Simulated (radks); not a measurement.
The numbers below are computed, except where a source is named.
Species: the germanium ion Ge+. Configuration: [Ar] 3d10 4s2 4p1. Level of theory: Dirac Kohn-Sham, PBE, spin-unpolarised, spherical densities, point nucleus; open shells fill j = l - 1/2 first (a radial shooting solver on a logarithmic mesh with Libxc functionals). Some entries of the table are withheld. Estimate them.

| orbital | occ. | eigenvalue (eV) | <r> (bohr) |
|---|---|---|---|
| 1s1/2 | 2 | -10966.91 | 0.04700 |
| 2s1/2 | 2 | -1380.190 | 0.2098 |
| 2p1/2 | 2 | -1228.619 | 0.1812 |
| 2p3/2 | 4 | -1196.745 | 0.1848 |
| 3s1/2 | 2 | -177.3784 | (1) |
| 3p1/2 | 2 | -127.4130 | 0.6398 |
| 3p3/2 | 4 | -123.1368 | 0.6505 |
| 3d3/2 | 4 | -38.5818 | 0.7319 |
| 3d5/2 | 6 | -37.9962 | 0.7372 |
| 4s1/2 | 2 | -19.8067 | 2.031 |
| 4p1/2 | 1 | (2) | 2.531 |
| 4p3/2 | 0 | (3) | 2.570 |

Answer. 
(1) 3s1/2 <r> (bohr): 0.6241
(2) 4p1/2 eigenvalue (eV): -11.3659
(3) 4p3/2 eigenvalue (eV): -11.1229
